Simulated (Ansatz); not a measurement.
Basis-set series for CH8InNSiTe, SMILES `[CH3][In]([NH2])[SiH2][TeH]`. Charge 0, multiplicity 1. In, Te takes the def2 core potential. Geometry: relaxed with PBE0-D4/def2-TZVP. It is one conformer, not always the lowest.

```tsv
atom	x (Å)	y (Å)	z (Å)
C1	0.971	1.520	1.892
In2	0.063	0.225	0.439
N3	-1.937	0.364	0.246
Si4	1.025	-1.458	-1.241
Te5	-0.759	-2.157	-2.863
H6	0.216	2.160	2.348
H7	1.732	2.143	1.420
H8	1.452	0.926	2.671
H9	-2.534	0.891	0.862
H10	-2.472	-0.281	-0.313
H11	2.228	-0.965	-1.971
H12	1.427	-2.736	-0.587
H13	-1.413	-0.633	-2.903
```

```tsv
functional	basis	functions	energy (Eh)	HOMO (eV)	LUMO (eV)
PBE0-D4	def2-SVP	138	-844.95017	-6.16	-1.16
PBE0-D4	def2-TZVPP	316	-845.18829	-6.26	-1.29
ωB97M-V	def2-SVP	138	-844.99730	-8.17	0.49
ωB97M-V	def2-TZVPP	316	-845.24347	-8.30	0.23
```

**Question.** Give the rows for def2-QZVPP. (Estimate.)

**Answer.** Computed: 
| functional | basis | functions | energy (Eh) | HOMO (eV) | LUMO (eV) |
| --- | --- | --- | --- | --- | --- |
| PBE0-D4 | def2-QZVPP | 588 | -845.20746 | -6.28 | -1.32 |
| ωB97M-V | def2-QZVPP | 588 | -845.26221 | -8.32 | 0.14 |

Positive LUMOs are unbound and depend on the basis.
